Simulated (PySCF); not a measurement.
**Si (silicon, neutral) across methods**

[Ne] 3s2 3p1 4s1, high-spin 3P determinant (an excited configuration). Computed with PySCF 2.14 in dyall-acv3z (19s12p6d4f, 113 functions), with no relativity, point nucleus.

| method | E (hartree) | mean ε 3s β (eV) | mean ε 3p α (eV) | mean ε 4s α (eV) | Σ⟨r²⟩ (bohr²) | ⟨S²⟩ |
| --- | --- | --- | --- | --- | --- | --- |
| BHandHLYP | -289.2061 | -15.794 | -9.637 | -2.342 | 63.55 | 2.007 |
| r2SCAN | -289.1619 | -13.876 | -8.053 | -1.862 | 63.87 | 2.010 |
| revPBE | -289.1458 | -13.637 | -7.688 | -1.895 | 63.91 | 2.005 |
| PBE | -289.0542 | -13.673 | -7.663 | -1.894 | 63.44 | 2.004 |
| UHF | -288.68495 | -16.999 | -11.643 | -2.922 | 65.28 | 2.016 |
| wB97X-V | -289.1424 | -17.233 | -10.939 | -3.051 | 64.15 | 2.005 |
| PBE0 | -289.0764 | -14.786 | -8.794 | -2.232 | 63.87 | 2.006 |

(1) Estimate the same row for LDA.

The outer electron is Rydberg-like, and this basis confines it to a smaller radius and binds it less than a complete one would.

Answers

(1) E (hartree) = -288.0427; mean ε 3s β (eV) = -13.793; mean ε 3p α (eV) = -7.533; mean ε 4s α (eV) = -1.900; Σ⟨r²⟩ (bohr²) = 62.52; ⟨S²⟩ = 2.002.
